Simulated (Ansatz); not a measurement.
Basis-set extrapolation for `S=C1BN1` (PBE0-D4/def2-TZVP geometry, frozen core, Ansatz 0.2.0). Multiplicity 1, RHF reference.

```tsv
	def2-TZVPP	def2-QZVPP
HF	-515.712237	-515.728794
MP2 correlation	-0.613554	-0.658830
CCSD(T) correlation	-0.670832	not run
```

Energies in hartree. Use E(X) = E(∞) + A·exp(−7.88·√X) for Hartree–Fock and E(X) = E(∞) + B·X^(−2.97) for correlation, with X = 3 and 4, and add CCSD(T) minus MP2 of the smaller set to the MP2 limit.

What is the CCSD(T) energy at the basis-set limit?

HF limit: -515.728794 + (-0.016557) × 0.13774 = -515.73107. MP2 limit: -0.658830 + (-0.045276) × 0.74074 = -0.69237. Higher-order term: -0.670832 − (-0.613554) = -0.05728. Total: -516.48072 hartree, 2.66 eV below CCSD(T)/def2-TZVPP.
